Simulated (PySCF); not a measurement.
methylsilylformaldehyde (C₂H₆OSi), SMILES C[SiH2]C=O. Atoms are numbered in the order given.

```xyz
10

C     -1.6677    -0.2705    -0.4876
Si    -0.3598     0.7329     0.4059
C      1.3399    -0.1582     0.1454
O      1.4194    -1.1836    -0.4945
H     -1.6896    -1.2968    -0.0892
H     -2.6702     0.1713    -0.3791
H     -1.4247    -0.3338    -1.5596
H     -0.2333     2.1247    -0.1242
H     -0.6053     0.8262     1.8775
H      2.2717     0.2894     0.6005
```
Charge 0, spin multiplicity 1.

Geometry: B3LYP-D3(BJ)/def2-SVP. The values are those of a single conformer.

Calculation: PySCF with B3LYP-D3(BJ)/def2-SVP.

Frequencies are harmonic and unscaled.

Task: List the normal modes with their intensities. (Estimate from the structure and the level; the computed values follow.)

Result: 
```json
[
 {"mode": "1", "ν (cm⁻¹)": "31", "IR (km/mol)": "5.2", "moving atoms (share of kinetic energy)": "H 63 %, O 19 %, C 17 %"},
 {"mode": "2", "ν (cm⁻¹)": "135", "IR (km/mol)": "1.8", "moving atoms (share of kinetic energy)": "H 75 %, C 16 %"},
 {"mode": "3", "ν (cm⁻¹)": "142", "IR (km/mol)": "6.7", "moving atoms (share of kinetic energy)": "C 35 %, O 35 %, H 22 %"},
 {"mode": "4", "ν (cm⁻¹)": "392", "IR (km/mol)": "17.4", "moving atoms (share of kinetic energy)": "O 36 %, Si 32 %, C 17 %, H 14 %"},
 {"mode": "5", "ν (cm⁻¹)": "429", "IR (km/mol)": "14.1", "moving atoms (share of kinetic energy)": "H 89 %, Si 11 %"},
 {"mode": "6", "ν (cm⁻¹)": "569", "IR (km/mol)": "1.9", "moving atoms (share of kinetic energy)": "H 98 %"},
 {"mode": "7", "ν (cm⁻¹)": "593", "IR (km/mol)": "34.5", "moving atoms (share of kinetic energy)": "C 46 %, H 39 %, Si 13 %"},
 {"mode": "8", "ν (cm⁻¹)": "687", "IR (km/mol)": "0.1", "moving atoms (share of kinetic energy)": "C 46 %, H 40 %, Si 14 %"},
 {"mode": "9", "ν (cm⁻¹)": "777", "IR (km/mol)": "28.6", "moving atoms (share of kinetic energy)": "H 49 %, C 32 %, Si 18 %"},
 {"mode": "10", "ν (cm⁻¹)": "879", "IR (km/mol)": "38.7", "moving atoms (share of kinetic energy)": "H 75 %, C 19 %"},
 {"mode": "11", "ν (cm⁻¹)": "900", "IR (km/mol)": "172.8", "moving atoms (share of kinetic energy)": "H 72 %, Si 17 %, C 10 %"},
 {"mode": "12", "ν (cm⁻¹)": "913", "IR (km/mol)": "9.4", "moving atoms (share of kinetic energy)": "H 61 %, C 35 %"},
 {"mode": "13", "ν (cm⁻¹)": "947", "IR (km/mol)": "81.4", "moving atoms (share of kinetic energy)": "H 95 %"},
 {"mode": "14", "ν (cm⁻¹)": "1274", "IR (km/mol)": "17.1", "moving atoms (share of kinetic energy)": "H 79 %, C 21 %"},
 {"mode": "15", "ν (cm⁻¹)": "1388", "IR (km/mol)": "22.5", "moving atoms (share of kinetic energy)": "H 82 %, C 11 %"},
 {"mode": "16", "ν (cm⁻¹)": "1430", "IR (km/mol)": "4.8", "moving atoms (share of kinetic energy)": "H 96 %"},
 {"mode": "17", "ν (cm⁻¹)": "1431", "IR (km/mol)": "3.9", "moving atoms (share of kinetic energy)": "H 96 %"},
 {"mode": "18", "ν (cm⁻¹)": "1782", "IR (km/mol)": "110.8", "moving atoms (share of kinetic energy)": "C 58 %, O 41 %"},
 {"mode": "19", "ν (cm⁻¹)": "2204", "IR (km/mol)": "84.3", "moving atoms (share of kinetic energy)": "H 98 %"},
 {"mode": "20", "ν (cm⁻¹)": "2205", "IR (km/mol)": "124.2", "moving atoms (share of kinetic energy)": "H 96 %"},
 {"mode": "21", "ν (cm⁻¹)": "2787", "IR (km/mol)": "191.7", "moving atoms (share of kinetic energy)": "H 93 %"},
 {"mode": "22", "ν (cm⁻¹)": "3039", "IR (km/mol)": "1.7", "moving atoms (share of kinetic energy)": "H 97 %"},
 {"mode": "23", "ν (cm⁻¹)": "3134", "IR (km/mol)": "1.8", "moving atoms (share of kinetic energy)": "H 91 %, C 9 %"},
 {"mode": "24", "ν (cm⁻¹)": "3137", "IR (km/mol)": "2.2", "moving atoms (share of kinetic energy)": "H 91 %, C 9 %"}
]
```
